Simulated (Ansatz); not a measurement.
Ideal-gas functions of CH5Al2F (`[CH3][AlH][AlH][F]`) at 400 K and 1 bar, from an Ansatz frequency run at PBE0-D4/def2-TZVP.

Molar mass 90.01 g/mol, point group C1 (symmetry number 1), electronic degeneracy 1, moments of inertia 51.87, 311.815, 325.788 u Å². Harmonic wavenumbers (cm⁻¹, unscaled): 18, 31, 109, 133, 322, 378, 404, 541, 601, 642, 661, 761, 811, 1212, 1433, 1440, 1873, 1894, 3031, 3101, 3137.

Use S(trans) = R[1.5 ln M + 2.5 ln T − 1.1517]; rotational temperatures θ = 24.2544 K / I; S(rot) = R[ln(√π/σ · √(T³/θAθBθC)) + 1.5]; for each mode x = 1.438777 ν̃/T, S = R[x/(eˣ − 1) − ln(1 − e⁻ˣ)] and H = RT x/(eˣ − 1); 1 cm⁻¹ = 0.0119627 kJ/mol; R = 8.31446 J/(mol·K).

Problem. By hand: the entropy, in J/(mol·K).

Solution. Translation 171.1. Rotation: θ = 0.4676, 0.0778, 0.0744 K, giving 116.5. Vibration, mode by mode: 31.08, 26.56, 16.15, 14.52, 7.54, 6.37, 5.90, 3.98, 3.36, 2.99, 2.83, 2.13, 1.85, 0.58, 0.30, 0.29, 0.08, 0.07, 0.00, 0.00, 0.00, in all 126.6. Electronic 0.0. Sum 414.2 J/(mol·K).

Problem. By hand: H − E and G − E in kJ/mol, counted from the electronic energy.

Solution. Zero-point energy ½ × 22533 × 0.0119627 = 134.8; thermal vibration 21.8; translation, rotation and pV give 4 RT = 13.3. H − E = 169.9 kJ/mol, and G − E = 169.9 − 400 × 414.2/1000 = 4.2 kJ/mol.

Vibration gives 31 % of the entropy, 88.3 J/(mol·K) of it from the modes under 150 cm⁻¹: soft modes count most, and the harmonic formula is weakest for them. The sum counts one conformer and one mirror image; others add a mixing term.
